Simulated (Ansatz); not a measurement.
Consider the redistribution: `C=N[SiH2]N1BC1` + `FCN[SiH3]` → `[SiH3]N1BC1` + `C=NC(F)N[SiH3]`.

Computed with Ansatz on PBE0-D4/def2-TZVP structures; ΔE is electronic, products minus reactants. CCSD(T)/CBS adds triple-zeta CCSD(T) − MP2 to the extrapolated MP2 energy (def2 sets, frozen cores). Functionals use def2-TZVPP. B3LYP here is the variant with VWN-RPA as its local correlation; programs differ in this. Each species was taken in one conformer, which may not be the lowest.

**Question.** Is it downhill or uphill in electronic energy at CCSD(T)/CBS, and by how much? (Estimate.)

**Answer.** Ansatz gave: Uphill: ΔE = +0.71 eV.

**Question.** What do these levels give: PBE-D4, r2SCAN-D4, B3LYP-D4, ωB97X-V, PBE0, HF/def2-TZVPP, MP2/def2-TZVPP, SCS-MP2/def2-TZVPP, CCSD/def2-TZVPP, CCSD(T)/def2-TZVPP, SCS-MP2/def2-QZVPP, MP2/CBS(def2)? (An estimate is asked.)

**Answer.** Computed: PBE-D4 0.64, r2SCAN-D4 0.67, B3LYP-D4 0.72, ωB97X-V 0.65, PBE0 0.65, HF/def2-TZVPP 0.73, MP2/def2-TZVPP 0.73, SCS-MP2/def2-TZVPP 0.72, CCSD/def2-TZVPP 0.69, CCSD(T)/def2-TZVPP 0.68, SCS-MP2/def2-QZVPP 0.75, MP2/CBS(def2) 0.76 eV.

Largest T1 diagnostic among the species: 0.014.
